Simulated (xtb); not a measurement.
Harmonic IR lines of one isomer of C4H4, unscaled. All values below come from GFN2-xTB run with xtb.

wavenumber (cm⁻¹): 480 (w), 581 (m), 665 (m), 708 (w), 884 (m), 914 (vw), 994 (s), 1664 (w), 3038 (s), 3105 (m), 3133 (vs), 3395 (w)

### Question
Which structure gives these lines?
A. `C=C=C=C`
B. `C=C1C=C1`
C. `C#CC=C`
D. `C1=CC=C1`

### Answer
C, `C#CC=C`
